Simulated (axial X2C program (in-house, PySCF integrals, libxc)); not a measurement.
# Testing model relations on ScO

A bond curve at the PBE0 level, with spin–orbit coupling, was computed with an in-house relativistic program for diatomic molecules (basis Sc dyall-cv3z [10s11p7d5f2g], O dyall-av3z [7s6p3d2f] (cores contracted in-house)) for the state Ω = 1/2 (⟨Sz⟩ = 0.50, ⟨Lz⟩ = 0.00 at PBE0). Its fit gives Re = 1.6448 Å, ωe = 1021.5 cm⁻¹, ωexe = 3.45 cm⁻¹ and αe = 2.417e-03 cm⁻¹; the masses are 44.9559 and 15.9949 u. Two-component means X2C with spin–orbit coupling and atomic mean-field Coulomb and Gaunt terms.

Find the reduced mass, Be and the force constant.

From the PBE0 values: μ = 11.7975 u. Be = 16.8576/(μ Re²) = 0.5282 cm⁻¹. k = 5.8918×10⁻⁷ μ ωe² = 7.25 mdyn/Å.

A Morse curve ties αe to the other constants (Pekeris). How well does that hold?

αe(Morse) = 6Be²/ωe × (√(ωexe/Be) − 1) = 2.549e-03 cm⁻¹; the PBE0 curve gives 2.417e-03 cm⁻¹, a ratio of 1.05.

Estimate De from a Morse curve and compare with the computed well depth of 6.981 eV to Sc + O.

De(Morse) = ωe²/(4ωexe) = 9.375 eV against 6.981 eV computed, a ratio of 1.34. The extrapolation overshoots: the well softens faster than a Morse curve, or the lowest atomic limit lies below the one to which the curve heads.

Where do the fundamental and the first overtone lie?

ν(1←0) = ωe − 2ωexe = 1014.6 cm⁻¹; ν(2←0) = 2ωe − 6ωexe = 2022.3 cm⁻¹.

Estimate the centrifugal constant by the Kratzer relation.

D = 4Be³/ωe² = 5.65e-07 cm⁻¹.

The state is one determinant whose occupation by symmetry is held fixed; it was picked as the lowest of a PBE0 search that is not exhaustive. Dissociation energies refer to the lowest single-determinant-based atoms at the same level and basis. Density functionals use the spin component along the axis (collinear). In 2c an atomic determinant is not the ground J level, so De misses part of the atomic spin–orbit lowering. This holds for PBE0. Without a current term, density functionals place determinants with orbital angular momentum somewhat too high.
